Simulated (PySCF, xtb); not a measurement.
SeCl₃, SMILES Cl[Se+](Cl)Cl, charge +1.

Geometry: PBE0-D3(BJ)/def2-SVP. The multiplicity is an assumed one; other spin states were not compared. The isomer is the one that the SMILES or the coordinates give; other isomers of the formula were not compared.

These are C-PCM-ωB97X/def2-SVP (PySCF 2.14.0) values and carry that method's errors.

The values are the electrostatic part of the solvation free energy, E(continuum) − E(gas) at the gas-phase geometry, in a cavity of scaled van der Waals radii (PySCF's table); cavitation and dispersion terms are not included. In vacuum the orbital gap is 10.54 eV.

```csv
solvent,ε,ΔG(elec) (kcal/mol),gap (eV)
water,78.36,-58.6,10.54
chloroform,4.71,-46.6,10.54
tetrahydrofuran,7.43,-51.3,10.54
```

For comparison, GFN2-xTB/ALPB(water) (xtb, at the GFN2-xTB geometry, all terms of that model) gives -51.6 kcal/mol.
